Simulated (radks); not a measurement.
Spherical quantum dot in the effective-mass picture: electrons in a parabolic well V = omega^2 r^2 / 2 with omega = 0.103, all in effective atomic units (hartree* = m*/eps^2 hartree, bohr* = eps/m* bohr), one dielectric constant everywhere. Calculated with a radial shooting solver with Libxc functionals: non-relativistic Kohn-Sham, PBEsol, spin-polarised, spherical densities. Levels are named by radial order and angular momentum (1s, 1p, 1d, 2s, ...), and open shells are averaged over m. Each electron was tried in the lowest free levels, single moves between levels near the top were tried too, and the lowest total energy was kept; such a search can miss a lower state. The series stops at N = 6: beyond it a trial failed or the search could not be trusted, so later rows were left out. At N = 1 the Hartree and exchange-correlation terms need not cancel, so that row can carry a self-interaction error.

N	open shells	2S	E (hartree*)	addition energy mu(N+1) - mu(N) (hartree*)	rms radius (bohr*)
1	1s(up 1, down 0)	1	0.155559	0.2055	3.856
2	none	0	0.516617	0.2097	4.522
3	1p(up 1, down 0)	1	1.08736	0.1273	5.237
4	1p(up 2, down 0)	2	1.78540	0.1241	5.719
5	1p(up 3, down 0)	3	2.60755	0.1443	6.109
6	1p(up 3, down 1)	2	3.57397	-	6.471

All shells are closed at N = 2 (there: 1s2); the second difference of the energy has clear peaks (12 % above both neighbours; the first and last values, which can be the largest, are not judged, and half-filled shells can peak too) at N = none.
